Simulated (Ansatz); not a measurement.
Geometry optimisation, RKS PBE0-D4/def2-SVP (Ansatz).

The input (input.yaml):

```yaml
crystal:
  periodic: [false, false, false]
  atoms:
    - { symbol: W, position_ang: [-0.146574, 0.172507, -0.095719] }
    - { symbol: H, position_ang: [0.352612, 0.486472, 1.516358] }
    - { symbol: Cl, position_ang: [2.254527, 0.071956, -0.137716] }
    - { symbol: O, position_ang: [-0.348044, 2.013848, -0.025173] }
    - { symbol: H, position_ang: [-0.339454, 2.603461, 0.738662] }
    - { symbol: O, position_ang: [-1.999861, -0.052391, 0.084829] }
    - { symbol: H, position_ang: [-2.452868, -0.868568, 0.329814] }
    - { symbol: Cl, position_ang: [-0.085777, -1.999925, 0.747354] }
    - { symbol: O, position_ang: [0.238372, 0.028196, -1.923393] }
    - { symbol: H, position_ang: [1.144767, 0.037644, -2.277116] }
basis:
  gaussian: { orbitals: def2-SVP }
hamiltonian:
  xc: pbe0
  dispersion: d4
relax:
  f_tol: 0.03
  max_steps: 50
```

Command:

```bash
$ ansatz run input.yaml --threads 4 --pin off --max-ram 5120MiB --backend cpu --events-out ev --progress --plain --runs-dir out
```

**Question.** Where does it end, and by what steps?

**Answer.** The run converged. After 10 steps the energy has fallen by 0.060 eV; H2 moved furthest, 0.17 Å.

```
step  energy less start (eV)  largest force component (eV/Å)  accepted
   0                  0.0000                           0.374       yes
   1                  0.0034                           0.509        no
   2                 -0.0328                           0.536       yes
   3                 -0.0451                           0.141       yes
   4                 -0.0486                           0.136       yes
   5                 -0.0544                           0.260       yes
   6                 -0.0523                           0.327        no
   7                 -0.0572                           0.052       yes
   8                 -0.0591                           0.044       yes
   9                 -0.0590                           0.156        no
  10                 -0.0595                           0.026       yes
```

```xyz
10
Properties=species:S:1:pos:R:3
W -0.201 0.184 -0.091
H 0.483 0.421 1.424
Cl 2.251 0.211 -0.140
O -0.391 2.013 0.048
H -0.263 2.696 0.715
O -2.052 -0.063 0.108
H -2.533 -0.885 0.262
Cl -0.070 -2.006 0.679
O 0.226 -0.026 -1.896
H 1.168 -0.050 -2.152
```

Whether the end is a true minimum wasn't checked by a vibrational analysis.

Time of the run: 37 s on 4 threads of Arm Neoverse V1 (shared host), peak memory 0.36 GiB.
